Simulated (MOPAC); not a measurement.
MOPAC input (PM3):

```
PM3 PRECISE GNORM=0.05 LET XYZ GEO-OK AUX(PRECISION=9) THREADS=1
C2H6O3Si

C     2.37485800 1   -0.50137200 1   -0.28116500 1
C     1.38072200 1   -0.28400400 1    0.57801800 1
Si   -0.35902500 1    0.07712800 1    0.06539100 1
O    -0.43029100 1    0.42559100 1   -1.54385800 1
O    -1.39608800 1   -1.17682400 1    0.28015700 1
O    -0.86419100 1    1.29589200 1    1.03572500 1
H     2.21863500 1   -0.46874100 1   -1.35440100 1
H     3.38516700 1   -0.72607000 1    0.04417000 1
H     1.60248300 1   -0.33583400 1    1.64127300 1
H     0.08532900 1    1.16951400 1   -1.86449600 1
H    -1.46419300 1   -1.82174400 1   -0.42821100 1
H    -1.80999800 1    1.45807900 1    1.08888000 1
```

From the output:

```
                                                       MOPAC v23.2.5 Linux

          FINAL HEAT OF FORMATION =       -223.46628 KCAL/MOL =    -934.98290 KJ/MOL

          COSMO AREA              =        131.99 SQUARE ANGSTROMS
          COSMO VOLUME            =        121.86 CUBIC ANGSTROMS

          GRADIENT NORM           =          0.04823          =       0.01392 PER ATOM
          IONIZATION POTENTIAL    =         10.312484 EV
          HOMO LUMO ENERGIES (EV) =        -10.312  1.034
          NO. OF FILLED LEVELS    =         18
          MOLECULAR WEIGHT        =        106.1531         POINT GROUP:  C1

          MOLECULAR DIMENSIONS (Angstroms)

            Atom       Atom       Distance
            H    12    H     8     5.78160
            H     9    H    10     3.93519
            H    11    O     6     2.86935

          SCF CALCULATIONS        =         90

   ATOM   CHEMICAL          X               Y               Z
  NUMBER   SYMBOL      (ANGSTROMS)     (ANGSTROMS)     (ANGSTROMS)

     1       C          2.37462380  *  -0.54807931  *  -0.26076968  *
     2       C          1.42878156  *  -0.23937906  *   0.60796014  *
     3      Si         -0.30875295  *   0.07329753  *   0.07411120  *
     4       O         -0.51965912  *   0.63809143  *  -1.50896895  *
     5       O         -1.18298178  *  -1.36751309  *   0.18450568  *
     6       O         -0.99139892  *   1.24136516  *   1.08536881  *
     7       H          2.19108439  *  -0.63687320  *  -1.32987642  *
     8       H          3.40850265  *  -0.74187252  *   0.01476764  *
     9       H          1.63569320  *  -0.15888735  *   1.67757518  *
    10       H          0.24034629  *   0.70494964  *  -2.06480463  *
    11       H         -2.06582565  *  -1.35496735  *  -0.14998031  *
    12       H         -1.80902466  *   1.62060913  *   0.80403104  *

                             CARTESIAN COORDINATES

   1    C        2.374623797    -0.548079315    -0.260769678
   2    C        1.428781556    -0.239379056     0.607960142
   3   Si       -0.308752953     0.073297533     0.074111204
   4    O       -0.519659116     0.638091426    -1.508968947
   5    O       -1.182981777    -1.367513091     0.184505676
   6    O       -0.991398923     1.241365164     1.085368811
   7    H        2.191084385    -0.636873196    -1.329876420
   8    H        3.408502651    -0.741872523     0.014767638
   9    H        1.635693203    -0.158887352     1.677575183
  10    H        0.240346289     0.704949638    -2.064804633
  11    H       -2.065825650    -1.354967347    -0.149980308
  12    H       -1.809024665     1.620609130     0.804031038

           Empirical Formula: C2 H6 O3 Si  =    12 atoms

      MOLECULAR POINT GROUP   :   C1

                  EIGENVALUES
 -35.63719 -35.17759 -35.04190 -32.38554 -20.41287 -16.79163 -16.69527 -16.19511
 -15.72963 -14.27919 -13.24977 -13.03642 -12.66989 -11.18612 -10.94811 -10.85302
 -10.40667 -10.31248   1.03358   1.18097   1.94648   2.11158   2.53504   3.87406
   4.26432   5.28202   5.58552   5.87280   5.97181   6.09447

              NET ATOMIC CHARGES AND DIPOLE CONTRIBUTIONS

  ATOM NO.   TYPE          CHARGE      No. of ELECS.   s-Pop       p-Pop
    1          C          -0.121355        4.1214     1.17722     2.94413
    2          C          -0.255856        4.2559     1.22626     3.02959
    3         Si           1.050535        2.9495     0.90401     2.04545
    4          O          -0.516688        6.5167     1.76405     4.75264
    5          O          -0.488590        6.4886     1.76166     4.72693
    6          O          -0.489320        6.4893     1.76129     4.72803
    7          H           0.061557        0.9384     0.93844
    8          H           0.066578        0.9334     0.93342
    9          H           0.098562        0.9014     0.90144
   10          H           0.200742        0.7993     0.79926
   11          H           0.196208        0.8038     0.80379
   12          H           0.197628        0.8024     0.80237
 DIPOLE           X         Y         Z       TOTAL
 POINT-CHG.     0.778     0.132    -0.424     0.895
 HYBRID        -0.302     0.226    -0.730     0.821
 SUM            0.476     0.358    -1.153     1.298

          ATOMIC ORBITAL ELECTRON POPULATIONS

     Atom    s        px        py        pz
    1  C   1.17722   0.97321   0.98779   0.98314
    2  C   1.22626   1.03580   0.99027   1.00352
    3 Si   0.90401   0.77146   0.64216   0.63183
    4  O   1.76405   1.46805   1.87965   1.40493
    5  O   1.76166   1.30961   1.58273   1.83458
    6  O   1.76129   1.41779   1.64710   1.66313
    7  H   0.93844
    8  H   0.93342
    9  H   0.90144
   10  H   0.79926
   11  H   0.80379
   12  H   0.80237

 **********************
 *                    *
 * JOB ENDED NORMALLY *
 *                    *
 **********************

 == MOPAC DONE ==
```

The geometry given is a B3LYP-D3(BJ)/def2-TZVP minimum.
